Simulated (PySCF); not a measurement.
C4H5Si, SMILES C1=CC=C[SiH]1, multiplicity 2. Atoms are numbered in the order given.

```xyz
10

C      0.0000     0.7338    -1.2461
C      0.0000     1.3704    -0.0167
Si     0.0000     0.0000     1.1901
C      0.0000    -1.3704    -0.0167
C      0.0000    -0.7338    -1.2461
H      0.0000     1.2849    -2.2011
H      0.0000     2.4607     0.1056
H      0.0000     0.0000     2.6835
H      0.0000    -2.4607     0.1056
H      0.0000    -1.2849    -2.2011
```
Charge 0, spin multiplicity 2.

Geometry optimised at PBE-D3(BJ)/def2-SVP. The geometry has at least one imaginary mode, so it is a saddle point at that level. The isomer is the one that the SMILES or the coordinates give; other isomers of the formula were not compared.

The numbers are results of PySCF with PBE/def2-TZVP, not measurements.

- total energy = -444.55314 hartree
- point group = C2v
- α spin, highest occupied and lowest empty level = -4.65 and -1.03 eV
- β spin, highest occupied and lowest empty level = -5.53 and -3.72 eV
- dipole moment = 0.27 D
- quadrupole, principal values (traceless, Buckingham form, about the centre of nuclear charge) = -6.24, 2.13, 4.11 D·Å
- mean static polarisability = 73.5 bohr³ (10.89 Å³)
- polarisability, principal values = 46.6, 78.5, 95.3 bohr³
- ⟨S²⟩ = 0.756 (pure state 0.75)
